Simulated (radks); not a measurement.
Effect of the nuclear size on neutral gadolinium, [Xe] 4f7 5d1 6s2. All-electron calculation, Dirac Kohn-Sham, BLYP, spin-unpolarised, spherical densities, finite nucleus; open shells are shared between the two j in proportion to 2j + 1; Fermi nuclear charge, rms radius 5.1569 fm. Program: a radial shooting solver on a logarithmic mesh with Libxc functionals. The rms radius is varied about that value; shifts are against it.

| rms radius (fm) | total energy shift (eV) | density at nucleus (e/bohr^3) | 1s1/2 shift (meV) | 2s1/2 shift (meV) | 5s1/2 shift (meV) | 5p1/2 shift (meV) | 6s1/2 shift (meV) | 5d5/2 shift (meV) | 6p1/2 (empty) shift (meV) |
|---|---|---|---|---|---|---|---|---|---|
| 4.3009 | -6.46 | 6.585e+05 | -2660 | -343 | -2.65 | 0.325 | -0.152 | 0.209 | 0.082 |
| 4.8114 | -2.71 | 6.399e+05 | -1120 | -144 | -1.11 | 0.136 | -0.064 | 0.088 | 0.035 |
| 5.1569 | 0 | 6.287e+05 | 0.000 | 0.000 | 0.000 | 0.000 | 0.000 | 0.000 | 0.000 |
| 5.5385 | 3.16 | 6.174e+05 | 1300 | 167 | 1.29 | -0.159 | 0.074 | -0.102 | -0.040 |
| 5.9098 | 6.39 | 6.072e+05 | 2630 | 339 | 2.62 | -0.321 | 0.151 | -0.207 | -0.081 |

Slopes of the eigenvalues against <r^2> in GHz/fm^2, as finite differences over the two radii next to the reference (eigenvalue slopes, not the field-shift constants of lines): 1s1/2 77700, 2s1/2 10000, 5s1/2 77.3, 5p1/2 -9.48, 6s1/2 4.45, 5d5/2 -6.11, 6p1/2 (empty) -2.40.
